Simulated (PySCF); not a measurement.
## Unknowns

Single conformer, relativity neglected, no solvent, equivalent nuclei averaged. Shieldings: GIAO PBE0/pcSseg-1; geometry from GFN2-xTB; PySCF.

Shifts are taken against calculated references (same method and geometry level): TMS for ¹H and ¹³C. Splittings of carbon signals by F and P are missing where no couplings were computed. Where no couplings were computed, multiplicities follow the n + 1 count of equivalent neighbours, and m marks all less simple cases (inequivalent or close neighbours, rings, F or P nearby). Shifts are as computed. Against solution values, carbons near 30 ppm lie about +3 ppm off and those near 130 ppm about +5 ppm. Of 1211 compounds with measured shifts, 218 miss one by over three times the rms of a fit or turn the order of signals round; such compounds aren't used in these exercises.

Problem. C₅H₇OP. ¹H NMR (600 MHz, computed): δ 6.81 (m, 1H), 2.92 (m, 3H), 2.52 (s, 3H). ¹³C{¹H} NMR (computed): δ 205.0, 161.2, 129.1, 21.3, 18.7. Identify the compound.

Solution. `Cc1cpc(C)o1`. 5 carbon signals for 5 carbons: no two carbons are equivalent. Carbon types of the structure: 2 × C, 1 × CH, 2 × CH3, which accounts for all hydrogens. δC 205.0, 161.2: substituted aromatic carbon next to the ring oxygen. δC 129.1: aromatic CH; the aromatic region. δC 21.3, 18.7: methyl carbon on an aromatic ring; aliphatic region, no heteroatom directly attached. δH 6.81: hydrogen on an aromatic CH; aromatic region.

This is the structure that produced the data.

Problem. C₇H₇FSi. ¹H NMR (300 MHz, computed): δ 6.96 (m, 1H), 6.69 (br s, 1H), 6.09 (br s, 1H), 5.14 (m, 1H), 2.19 (m, 1H), 2.13 (d, 1H), 2.11 (m, 1H). ¹³C{¹H} NMR (computed): δ 155.6 (CH), 151.4 (C), 139.2 (CH2), 128.0 (C), 106.0 (CH), 87.4 (C), 17.1 (CH2). Give a structure.

Solution. SMILES C#C[Si@H]1C/C(=C/F)C1=C. The formula gives 5 degrees of unsaturation (1 ring in the answer). 7 carbon signals for 7 carbons: no two carbons are equivalent. Carbon types of the structure: 3 × C, 2 × CH, 2 × CH2, leaving 1 H on heteroatoms. δC 155.6: alkene CH; the olefinic region. δC 151.4, 128.0: fully substituted alkene carbon; an sp2 carbon of a C=C bond. δC 139.2: terminal =CH2 carbon; an sp2 carbon of a C=C bond. δC 87.4: alkyne carbon; the triple bond shields along its axis, which puts it between sp3 and sp2 carbons.

This is the structure that produced the data.
